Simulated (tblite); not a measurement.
C₅H₁₀BFS₂.
Atom-mapped SMILES: `[CH3:1][CH:2]([CH3:3])[C@@H:4]1[S:5][BH:6][S:7][C@H:8]1[F:9]` (hydrogens: H10, H11, H12 on C1; H13 on C2; H14, H15, H16 on C3; H17 on C4; H18 on B6; H19 on C8)

Computed with GFN2-xTB (tblite), gas phase: L-BFGS steps from a force-field or distance-geometry start until the largest atomic force falls under 0.01 eV/Å.

Step 12: E = -770.4395 eV
```
atom  x, y, z in Å  |  force x, y, z in eV/Å
C1     -1.6872   -1.2121   -0.6849   -0.143  -0.102  -0.090
C2     -0.9625    0.1004   -0.4209    0.213   0.035   0.043
C3     -1.4966    0.7599    0.8442   -0.171   0.054   0.107
C4      0.5498   -0.1367   -0.3774    0.305  -0.059   0.169
S5      1.1417   -1.2892    0.9518   -0.293  -0.089   0.034
B6      2.8149   -0.7114    0.9902   -0.038  -0.223  -0.065
S7      3.1715    0.6951   -0.0181   -0.088   0.263  -0.225
C8      1.3559    1.1262   -0.1111    0.278  -0.091   0.056
F9      1.0994    2.1082   -1.0126    0.103  -0.157   0.122
H10    -1.5351   -1.8990    0.1427    0.063  -0.006   0.046
H11    -1.3407   -1.6943   -1.5954    0.104   0.049  -0.025
H12    -2.7550   -1.0466   -0.7930   -0.054   0.100   0.032
H13    -1.0888    0.7797   -1.2719   -0.214   0.028   0.001
H14    -1.5267    0.0467    1.6630    0.134  -0.048   0.044
H15    -2.5104    1.1188    0.6897   -0.061  -0.053  -0.110
H16    -0.9006    1.6174    1.1420    0.002   0.009  -0.014
H17     0.8493   -0.6030   -1.3270    0.065   0.152   0.107
H18     3.6231   -1.2542    1.6122    0.124  -0.092   0.058
H19     1.1881    1.5034    0.9090   -0.331   0.231  -0.289
```

Step 13: E = -770.4675 eV
```
atom  x, y, z in Å  |  force x, y, z in eV/Å
C1     -1.6848   -1.2059   -0.6855   -0.178  -0.146  -0.100
C2     -0.9576    0.1065   -0.4221    0.104  -0.004   0.116
C3     -1.5002    0.7574    0.8437   -0.217   0.083   0.154
C4      0.5553   -0.1371   -0.3652    0.235   0.041   0.060
S5      1.1409   -1.2829    0.9705   -0.230  -0.073  -0.027
B6      2.8265   -0.7254    0.9905   -0.190  -0.191  -0.068
S7      3.1806    0.7117    0.0304   -0.216   0.276  -0.293
C8      1.3595    1.1309   -0.1189    0.212  -0.029   0.154
F9      1.1087    2.0962   -1.0417    0.176  -0.222   0.059
H10    -1.5280   -1.8918    0.1430    0.051   0.003   0.032
H11    -1.3392   -1.6916   -1.5954    0.091   0.069  -0.016
H12    -2.7570   -1.0462   -0.7902    0.062   0.111   0.037
H13    -1.0904    0.7876   -1.2715   -0.136   0.002   0.020
H14    -1.5137    0.0422    1.6626    0.121  -0.025   0.018
H15    -2.5230    1.1019    0.6961    0.032  -0.088  -0.112
H16    -0.9164    1.6232    1.1420   -0.005   0.017  -0.016
H17     0.8463   -0.6058   -1.3133    0.128   0.078   0.058
H18     3.6343   -1.3016    1.5791    0.160  -0.080   0.096
H19     1.1483    1.5401    0.8785   -0.200   0.176  -0.172
```

**Question.** Estimate the geometry and energy of step 14. (The exact step hangs on the optimiser's Hessian estimate; all steps are aligned on step 13, rigid shifts and turns removed.)

**Answer.** E = -770.4885 eV, largest force 0.358 eV/Å
```
atom  x, y, z in Å  |  force x, y, z in eV/Å
C1     -1.6843   -1.2030   -0.6867   -0.092  -0.095  -0.048
C2     -0.9522    0.1109   -0.4210   -0.026  -0.034   0.132
C3     -1.5049    0.7563    0.8456   -0.138   0.051   0.120
C4      0.5631   -0.1366   -0.3543    0.062   0.106  -0.030
S5      1.1363   -1.2796    0.9848   -0.100  -0.059  -0.064
B6      2.8339   -0.7422    0.9874   -0.253  -0.066  -0.090
S7      3.1831    0.7267    0.0610   -0.256   0.117  -0.221
C8      1.3660    1.1341   -0.1212    0.064   0.027   0.190
F9      1.1185    2.0835   -1.0618    0.221  -0.224  -0.047
H10    -1.5218   -1.8867    0.1437    0.024   0.002   0.003
H11    -1.3360   -1.6881   -1.5961    0.063   0.073  -0.011
H12    -2.7582   -1.0430   -0.7876    0.126   0.103   0.031
H13    -1.0960    0.7931   -1.2701   -0.041  -0.038   0.066
H14    -1.5016    0.0385    1.6631    0.084   0.005   0.013
H15    -2.5326    1.0877    0.6975    0.065  -0.100  -0.092
H16    -0.9282    1.6279    1.1416   -0.031   0.025  -0.007
H17     0.8476   -0.6053   -1.3019    0.177   0.017   0.014
H18     3.6446   -1.3364    1.5571    0.123  -0.035   0.068
H19     1.1128    1.5717    0.8516   -0.071   0.126  -0.026
```

The energy changes by -0.0210 eV. The first-order estimate −F·Δx gives -0.0304 eV and the mean of the old and new forces, exact on a quadratic surface, -0.0210 eV. The step makes an angle of 70° with the force vector and moves no atom by more than 0.055 Å.

The cost below is that of the whole relaxation. Hardware: Arm Neoverse V1, one thread, shared host. Cost: 0.9 s.
